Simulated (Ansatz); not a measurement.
The cluster Hg₂F₃, relaxed as a doublet with UKS PBE0-D4/def2-SVP in Ansatz, starting from the GFN1-xTB geometry. Force threshold 0.02 eV/Å.

In the def2 sets Hg takes a core potential; there is no spin–orbit coupling. The relaxation made no stability test and no search for a lower SCF solution. Another isomer (doublet) lies 1.32 eV lower at PBE0-D4/def2-TZVP; other spin states weren't run for this one.

Start:

Cartesian coordinates in Å:
```
Hg -0.205 0.018 0.043
Hg 2.353 -0.131 -0.470
F -0.571 1.780 0.328
F -0.467 -1.043 1.500
F -1.110 -0.625 -1.402
```

```
step  energy (eV)  largest force component (eV/Å)  SCF passes
   1  -16483.7714                           5.631          46
   2  -16485.6650                           1.167          45
   3  -16486.0894                           1.399          47
   4  -16486.2952                           1.406          44
   5  -16486.4976                           0.900          37
   6  -16486.6162                           0.223          35
   7  -16486.6451                           0.116          35
   8  -16486.6694                           0.099          35
   9  -16486.6939                           0.187          35
  10  -16486.7191                           0.232          35
  11  -16486.7413                           0.256          34
  12  -16486.7711                           0.183          34
  13  -16486.7774                           0.025          34
  14  -16486.7776                           0.003          23
```

Force components are those of the run's own axes.

End:

```xyz
5

Hg   -0.2147   -0.0146   -0.0486
Hg    2.6395    0.2872    0.5747
F    -0.1687    1.7965   -0.7407
F    -0.0112   -1.7944    0.6985
F    -2.2449   -0.2747   -0.4838
```

By distances, no bond broke or formed. The bond that changes most is Hg1–Hg2, from 2.61 to 2.94 Å (atoms count from 1).

No frequencies were taken in this run, so the end may be a saddle point.

It took 19 s on 4 threads of Intel Xeon 6975P-C on a shared host.
